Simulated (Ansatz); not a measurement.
# A family of molecules: the atomisation energy (no zero-point term)

Gas-phase molecules, one atom swapped for its congeners: GeH(CH3)(OH); GeH(CH3)(SH); GeH(CH3)(SeH). All are doublets with charge 0.

Shapes, held fixed at every level: PBE0-D4/def2-TZVP. Flexible molecules stand in one conformer, not always the lowest. Programs: Ansatz 0.2.0. Values in eV.

```
              level  GeH(CH3)(OH)  GeH(CH3)(SH)  GeH(CH3)(SeH)
   SPW92/def2-TZVPP         31.42         29.20          28.53
B3LYP-D4/def2-TZVPP         27.41         25.65          25.01
 wB97X-V/def2-TZVPP         27.53         25.81          25.11
       MP2/def2-SVP         25.96         23.99          23.44
   CCSD(T)/def2-SVP         25.75         24.04          23.49
 CCSD(T)/def2-TZVPP         26.95         25.16          24.56
```

At CCSD(T)/def2-TZVPP the atomisation energy falls at every step, from 26.95 to 24.56 eV. Every level shows the same order. Open shells run unrestricted. Relativity is left out for Ge, Se. Outer-core shells of Ge, Se are correlated in most correlated rows, in sets that cover them unevenly. Spin-orbit coupling, which grows down the group, is left out (summed over each molecule's free atoms 0.13, 0.15, 0.24 eV). Coupled cluster in double- or triple-zeta sets underbinds by a few per cent against its basis-set limit.
